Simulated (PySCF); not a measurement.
A structure optimised at PBE-D3(BJ)/def2-SVP, used in a PySCF frequency run:

```xyz
10

F     -2.5059    -0.3564     0.4419
C     -1.6346     0.3097    -0.3529
F     -2.3280     0.7301    -1.4391
F     -1.2059     1.3964     0.3144
C     -0.5036    -0.5985    -0.7711
C      0.7624    -0.3476    -0.5110
C      2.0295    -0.0892    -0.2684
Cl     2.8586    -0.6214     1.1678
H     -0.8182    -1.5040    -1.3211
H      2.6574     0.4905    -0.9650
```

Question: Write its SMILES and formula.

Answer: FC(F)(F)C=C=CCl, C4H2ClF3

Question: What are its rotational constants (standard atomic weights)?

Answer: 4.2954, 0.67171, 0.65606 GHz
